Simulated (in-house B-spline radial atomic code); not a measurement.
The molybdenum ion Mo⁺ is squeezed into an impenetrable sphere of radius R (the orbitals vanish at R). No spin polarisation. Caution: exact exchange at fractional occupations of open shells leaves self-interaction of up to several eV. Method: non-relativistic B3LYP, spherical fractional occupations, point nucleus. Calculated with a radial B-spline atomic code at the basis-set limit.

Energies in eV above the free ion in [Kr] 4d5:

| R (bohr) | highest level (eV) | [Kr] 4d5 | [Kr] 4d4 4f1 | [Ar] 3d10 4s2 4p5 4d6 | -dE/dV in [Kr] 4d5 (GPa) |
| --- | --- | --- | --- | --- | --- |
| 8.79 | -10.7 | 0.003917 | 14.2 | 36.3 | 0.00668 |
| 5.75 | -10.2 | 0.3675 | 19.35 | 36.62 | 1.4 |
| 5.4 | -9.97 | 0.6135 | 20.71 | 36.85 | 2.65 |
| 4.54 | -8.71 | 2.177 | 25.95 | 38.41 | 13.5 |
| 3.82 | -6.2 | 6.535 | 34.89 | 42.99 | 60.8 |
| 3.02 | 1.12 | 25.42 | 61.35 | 63.27 | 445 |
| 2.6 | 10.3 | 58.22 | 99.54 | 98.17 | 1560 |
| 2.03 | 41.3 | 215.1 | 265.1 | 261.5 | 11300 |
| 1.74 | 78.1 | 457.7 | 510.9 | 510.1 | 35300 |
| 1.54 | 123 | 802.7 | 855.1 | 860.6 | 84700 |

(1) Does [Kr] 4d4 4f1 fall below [Kr] 4d5 under compression?

(2) Does [Ar] 3d10 4s2 4p5 4d6 fall below [Kr] 4d5 under compression?

The highest level is first positive in the row R = 3.02 bohr, pushed up by confinement above the zero of the free ion's potential. Each configuration is held fixed and needn't be the lowest in the sphere.

Answers

(1) No, it stays above over the whole range.

(2) No, it stays above over the whole range.
